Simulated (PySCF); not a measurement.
**EPR parameters of C4H5N2O**

Compound: C4H5N2O (doublet state).
Cartesian coordinates in Å at the GFN2-xTB level; atoms count from 1:
```xyz
12
C4H5N2O angstrom
O     -2.0030    0.4354    0.8711
C     -1.2720    0.3634   -0.3289
C      0.1620    0.0281   -0.1530
C      0.9289   -0.9270   -0.8565
N      2.1425   -0.9216   -0.3321
N      2.2495    0.0171    0.5276
C      1.0798    0.5818    0.7656
H     -1.7592   -0.3056    1.4378
H     -1.7215   -0.3792   -1.0102
H     -1.3866    1.3483   -0.7987
H      0.6355   -1.6118   -1.6255
H      0.9451    1.3706    1.4767
```

The hyperfine couplings belong to this conformer and change with its torsions.

As a line formula: `OCC1=C[N]N=C1` [radical].

Computed, not measured: UKS B3LYP, pcH-1 on C H N O, non-relativistic, mean-field spin-orbit, GIAO in PySCF. Geometry: GFN2-xTB, one conformer, isolated molecule. The geometry wasn't refined by DFT: couplings that depend on bond lengths, twists or pyramidal angles can differ widely from those at the functional's own minimum. No stability test was run, so a lower SCF solution isn't excluded.

```
g1, g2, g3                      : 2.00171, 2.00247, 2.00610
g_iso                           : 2.00343
Form of g                       : rhombic: the two nearest values differ by 17 % of g3 − g1
⟨S²⟩                            : 0.7604 (exact 0.7500)
HOMO–LUMO gap, α and β orbitals : 7.51, 2.21 eV
Basis functions                 : 225
```

Isotropic coupling and dipolar principal values T1 to T3, in G (MHz turned into gauss with g_iso; 10 G = 1 mT):

```json
{"atom": "O1", "isotope": "17O", "a_iso": "-0.6", "T1": "-0.8", "T2": "0.3", "T3": "0.4", "Mulliken spin population": "0.01"}
{"atom": "C2", "isotope": "13C", "a_iso": "-3.6", "T1": "-0.5", "T2": "-0.1", "T3": "0.6", "Mulliken spin population": "-0.02"}
{"atom": "C3", "isotope": "13C", "a_iso": "2.9", "T1": "-6.3", "T2": "-5.8", "T3": "12.1", "Mulliken spin population": "0.22"}
{"atom": "C4", "isotope": "13C", "a_iso": "18.6", "T1": "-6.8", "T2": "-2.2", "T3": "9.0", "Mulliken spin population": "0.01"}
{"atom": "N5", "isotope": "14N", "a_iso": "44.8", "T1": "-6.2", "T2": "-5.9", "T3": "12.1", "Mulliken spin population": "0.36"}
{"atom": "N6", "isotope": "14N", "a_iso": "45.8", "T1": "-6.6", "T2": "-6.4", "T3": "13.0", "Mulliken spin population": "0.39"}
{"atom": "C7", "isotope": "13C", "a_iso": "18.0", "T1": "-7.0", "T2": "-2.3", "T3": "9.3", "Mulliken spin population": "0.00"}
{"atom": "H8", "isotope": "1H", "a_iso": "0.0", "T1": "-0.6", "T2": "-0.3", "T3": "1.0", "Mulliken spin population": "0.00"}
{"atom": "H9", "isotope": "1H", "a_iso": "14.1", "T1": "-0.8", "T2": "-0.5", "T3": "1.3", "Mulliken spin population": "0.01"}
{"atom": "H10", "isotope": "1H", "a_iso": "16.4", "T1": "-0.9", "T2": "-0.4", "T3": "1.3", "Mulliken spin population": "0.02"}
{"atom": "H11", "isotope": "1H", "a_iso": "-2.1", "T1": "-2.5", "T2": "-0.6", "T3": "3.1", "Mulliken spin population": "0.00"}
{"atom": "H12", "isotope": "1H", "a_iso": "-1.9", "T1": "-2.5", "T2": "-0.7", "T3": "3.3", "Mulliken spin population": "0.00"}
```

The largest Mulliken spin populations are on N6 (+0.39), N5 (+0.36) and C3 (+0.22). Three atoms exceed +0.15.

Axes: g2 points within 3° of the C2–C3 bond.

Under fast tumbling the dipolar parts average out, and these isotropic splittings remain: 1 × 14N (N6, I = 1, 3 lines) with 4.58 mT, 1 × 14N (N5, I = 1, 3 lines) with 4.48 mT, 2 × 1H (H9/H10, I = 1/2, 3 lines) with 1.53 mT, 1 × 1H (H11, I = 1/2, 2 lines) with 0.21 mT and 1 × 1H (H12, I = 1/2, 2 lines) with 0.19 mT.

Means are taken over nuclei equivalent by connectivity, which assumes that they swap fast. The 1H value of +42.8 MHz is a mean of couplings from 39.6 to 46.0 MHz in this one geometry, not an average over conformers.

The 13C coupling of C4 (52.2 MHz) shows only in satellite lines or after enrichment, since that isotope makes up about 1.07 % of natural carbon.

The spin density at the nucleus, in bohr⁻³, is negative for C2 (-0.0091), H11 (-0.0013) and H12 (-0.0012), for instance. A restricted open-shell determinant has no negative spin density anywhere; here it arises because α and β orbitals differ (spin polarisation).
